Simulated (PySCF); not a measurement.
## Spin states of TeAs

Unrestricted PBE0; basis Te def2-SVP with ECP28, As def2-SVP; scalar-relativistic core potentials; PySCF 2.14. Outer shells of the fragments: Te 4d10 5s2 5p4; As 3d10 4s2 4p3.

Followed along the bond (rough minima from three points):

```tsv
2Ms+1	unpaired	⟨S²⟩ at the start	R at minimum (Å)	Te (eV)
2	π ↑	0.94	2.36	0.00
4	π ↑↑↑	3.76	none in the scan	≤ 1.16
2	π ↑↑↓	1.76	none in the scan	≤ 1.54
6	σ ↑, π ↑↑↑↑	8.75	none in the scan	≤ 4.04
```

Solutions found at the starting distance of 2.495 Å, counted from the lowest of them; the search is not exhaustive and high or unbound solutions are not listed, so other states can lie among these:

```json
{"2Ms+1": "2", "unpaired": "π ↑", "term": "²Π", "E (eV)": "0.00", "⟨S²⟩": "0.94", "⟨Lz²⟩": "1.01", "μ (D)": "0.37"}
{"2Ms+1": "4", "unpaired": "π ↑↑↑", "term": "⁴Π", "E (eV)": "1.00", "⟨S²⟩": "3.76", "⟨Lz²⟩": "1.00", "μ (D)": "-0.40"}
{"2Ms+1": "2", "unpaired": "π ↑↑↓", "term": "mixed", "E (eV)": "1.37", "⟨S²⟩": "1.76", "⟨Lz²⟩": "3.02", "μ (D)": "-0.42"}
{"2Ms+1": "4", "unpaired": "σ ↑, π ↑↑", "term": "⁴Σ⁻", "E (eV)": "2.21", "⟨S²⟩": "3.76", "⟨Lz²⟩": "0.00", "μ (D)": "0.51"}
{"2Ms+1": "2", "unpaired": "π ↑", "term": "mixed", "E (eV)": "2.63", "⟨S²⟩": "0.75", "⟨Lz²⟩": "3.01", "μ (D)": "-0.47"}
{"2Ms+1": "2", "unpaired": "σ ↓, π ↑↑", "term": "mixed", "E (eV)": "2.71", "⟨S²⟩": "1.76", "⟨Lz²⟩": "0.00", "μ (D)": "0.42"}
```

A term symbol is given only where ⟨S²⟩ and ⟨Lz²⟩ are close to those of a pure state; real π, δ and φ orbitals otherwise mix terms. A positive dipole means Te(−)As(+).

Spin–orbit coupling is left out. Counting both spins, an empty level lies below a filled one in some of these solutions, because spin and occupation are held.
